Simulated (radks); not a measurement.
Spin polarisation of the 5p3 shell in Sb. Start: [Kr] 4d10 5s2 5p(up 1.5, down 1.5); electrons of 5p are moved from spin down to spin up, other shells keep equal spins. Method: non-relativistic Kohn-Sham, r2SCAN, spin-polarised, spherical densities, point nucleus; meta-GGA in the generalised Kohn-Sham scheme; computed with a radial shooting solver on a logarithmic mesh with Libxc functionals. Estimate the energy gained and the exchange splitting at a moment of 3 Bohr magnetons.

Answer. At moment 3 the spin-polarisation energy is -1.948 eV and the 5p exchange splitting 2.844 eV, that is 0.948 eV per Bohr magneton; E = -I m^2/4 would give I = 0.866 eV.
